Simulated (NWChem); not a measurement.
Species: BeHSCl; SMILES [Be]([Cl])[SH]

```xyz
4

Be     0.0259    -0.0402     0.0000
Cl     0.0153    -1.8551     0.0000
S      0.0582     1.8601     0.0000
H     -1.2939     1.9353     0.0000
```
Atoms are numbered in this order, from 1.

Results from NWChem. Coordinates come from a PBE0/def2-SVP optimisation. Ions are spin-unrestricted doublets at the neutral geometry; other ion states weren't tried.

What does the run give for PBE0/def2-SVP? Quantities: vertical ionisation energy, ΔSCF (eV); −ε(HOMO) (eV).


| Item | Value |
|---|---|
| vertical ionisation energy, ΔSCF (eV) | 10.33 |
| −ε(HOMO) (eV) | 7.83 |
